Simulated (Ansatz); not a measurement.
## CH4AlF2Si: where a starting geometry ends

The starting geometry of this gas-phase doublet was optimised with GFN2-xTB; its bonds are those of `[F][Al]([F])[CH2][SiH2]`.

```yaml
atoms:
  - { symbol: C, position_ang: [0.0509, -1.3337, -0.9322] }
  - { symbol: Al, position_ang: [0.7256, -1.0942, 0.9456] }
  - { symbol: F, position_ang: [0.2343, -1.9869, 2.2525] }
  - { symbol: F, position_ang: [1.8648, 0.0661, 1.2654] }
  - { symbol: Si, position_ang: [0.8184, -0.1490, -2.1810] }
  - { symbol: H, position_ang: [0.2370, -2.3740, -1.2120] }
  - { symbol: H, position_ang: [-1.0365, -1.2259, -0.9041] }
  - { symbol: H, position_ang: [0.4383, 1.2500, -2.0356] }
  - { symbol: H, position_ang: [2.2359, -0.3534, -2.4521] }
```

Predict what becomes of its bonds when it is optimised with PBE0-D3(BJ)/def2-SVP.

It keeps its bonds, and is `[F][Al]([F])[CH2][SiH2]`.

The energy falls by 0.13 eV over 9 steps:

```
step  E − E(last) (eV)
   1             0.135
   2             0.013
   3             0.001
   4             0.001
   5             0.000
   6             0.000
   7             0.000
   8             0.000
   9             0.000
```

Final geometry (Å):

```xyz
9

C     0.0453   -1.3446   -0.9237
Al    0.7354   -1.0600    0.8571
F     0.2397   -1.9548    2.1611
F     1.8700    0.1086    1.1632
Si    0.7735   -0.1889   -2.2165
H     0.2377   -2.3964   -1.2005
H    -1.0528   -1.2326   -0.8871
H     0.4631    1.2393   -1.8884
H     2.2568   -0.3714   -2.3186
```

Frequencies at the end show an imaginary mode, so it is a saddle point. Open shells are spin-unrestricted. Run with Ansatz 0.2.0, 38 s on 2 threads of Intel(R) Xeon(R) Platinum 8259CL CPU @ 2.50GHz (Skylake/Cascade Lake), on a shared host.
